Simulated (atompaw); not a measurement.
osmium (Os): variants of one PAW (atompaw) potential

Base potential:

- Element: Os (Z = 76)
- Generator: atompaw 4.2.0.5
- Type: PAW
- Functional: LDA (PW92)
- Relativity: scalar-relativistic
- Frozen core: [Xe] 4f14
- Valence charge: 8
- Reference configuration: 5d6 6s0 6p0 (charge +2)
- Partial waves: 6s (bound, empty); 6s channel at 3.2 Ry; 6p (bound, empty); 6p channel at 4.3 Ry; 5d (bound); 5d channel at -1.1 Ry
- Local potential: bessel scheme, radius 2.40 bohr
- Core correction: smooth core density matched at 2.40 bohr
- Augmentation charge: sinc compensation charge, radius 2.20 bohr; PAW radius 2.85 bohr; waves and projectors: bloechl

Cutoffs, loose and tight: the cutoffs (Ry, on a coarse ladder) from which the occupation-weighted sum of valence levels, in a spherical-Bessel basis at the reference potential, stays within 10 and 1 mRy of its value at 400 Ry. They see the waves, projectors and local potential, not the compensation charge or the core. A dash means not determined.

A true bound ghost makes a file unfit for plane-wave use even where its test errors are small: the radial tests pick states by their node count and pass the ghost by.

| change | outcome | cutoff, loose | cutoff, tight | bound ghosts |
| --- | --- | --- | --- | --- |
| base | generated | 21 Ry | 30 Ry | none |
| core [Kr] 4d10 4f14, valence charge 16; reference 5s2 5p6 5d6 6s2 6p0; waves now 5s (bound); 6s (bound); 5p (bound); 6p (bound); 5d (bound); 5d channel at 1.75 Ry; local potential bessel scheme, radius 2.00 bohr; core correction smooth core density matched at 2.10 bohr; augmentation sinc compensation charge, radius 2.00 bohr; PAW radius 2.55 bohr; waves and projectors: bloechl | generated | 30 Ry | 40 Ry | none |
| functional PBEsol | generated | 21 Ry | 30 Ry | none |
| waves 6s (bound): rc 2.85 bohr; 6s channel at 3.2 Ry: rc 2.85 bohr; 6p (bound): rc 2.85 bohr; 6p channel at 4.3 Ry: rc 2.85 bohr; 5d (bound): rc 2.05 bohr; 5d channel at -1.1 Ry: rc 2.05 bohr; augmentation sinc compensation charge, radius 2.20 bohr; PAW radius 2.85 bohr; waves and projectors: custom rrkj gramschmidtortho | generated | 25 Ry | 40 Ry | none |
| augmentation sinc compensation charge, radius 2.60 bohr; PAW radius 2.85 bohr; waves and projectors: bloechl | generated | 21 Ry | 30 Ry | none |
| waves 6s (bound): rc 2.85 bohr; 6s channel at 3.2 Ry: rc 2.85 bohr; 6p (bound): rc 2.85 bohr; 6p channel at 4.3 Ry: rc 2.85 bohr; 5d (bound): rc 2.05 bohr; 5d channel at -1.1 Ry: rc 2.05 bohr; augmentation sinc compensation charge, radius 2.20 bohr; PAW radius 2.85 bohr; waves and projectors: custom rrkj vanderbiltortho | generated | 25 Ry | 40 Ry | none |
| wave 6s channel at 3.2 Ry becomes 6s channel at 2.81 Ry | generated | 21 Ry | 30 Ry | none |

Question: What comes out with this change to the base: reference 5d6 6s2 6p0?

Answer: outcome: generated; cutoff, loose: 18 Ry; cutoff, tight: 25 Ry; bound ghosts: none.

Question: What comes out with this change to the base: local potential vpsmatchnc scheme with l = 3 at 0 Ry, radius 2.40 bohr?

Answer: outcome: generated; cutoff, loose: 45 Ry; cutoff, tight: 60 Ry; bound ghosts: s.

Question: What comes out with this change to the base: all radii scaled by about 1.27 (s 3.62, p 3.62, d 2.60 bohr); local potential bessel scheme, radius 3.06 bohr; augmentation sinc compensation charge, radius 2.80 bohr; PAW radius 3.62 bohr; waves and projectors: bloechl; core correction smooth core density matched at 3.06 bohr?

Answer: outcome: generated; cutoff, loose: 15 Ry; cutoff, tight: 18 Ry; bound ghosts: none.
